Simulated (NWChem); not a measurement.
System: CH5ClOSi2; SMILES Cl[Si@H]1OC[SiH2]1

Input file for NWChem:

```
start job
memory heap 200 mb stack 900 mb global 1100 mb
geometry units angstroms noautoz
  Cl     0.245405    -2.084429     0.483390
  Si    -0.083660    -0.372500    -0.665963
  O     -1.460835     0.476497    -0.216880
  C     -0.992758     1.696548     0.442554
  Si     0.914649     1.599106     0.074958
  H     -0.175271    -0.866819    -2.061102
  H     -1.506097     2.552447    -0.007542
  H     -1.253225     1.658778     1.506095
  H      1.825395     1.613628     1.250255
  H      1.388357     2.584522    -0.935160
end
basis spherical
  * library def2-svp
end
dft
  xc xpbe96 cpbe96
  iterations 150
  mulliken
end
task dft energy
```

Geometry: optimised at B3LYP/6-31G* (spherical d).

Question: Predict the main results of this run. (PBE/def2-SVP.) Quantities: energy (Ha); highest occupied level (eV); orbital gap (eV); dipole (D).

Answer: 
```json
{
 "energy (Ha)": "-1154.53",
 "highest occupied level (eV)": "-6.57",
 "orbital gap (eV)": "5.49",
 "dipole (D)": "2.19"
}
```
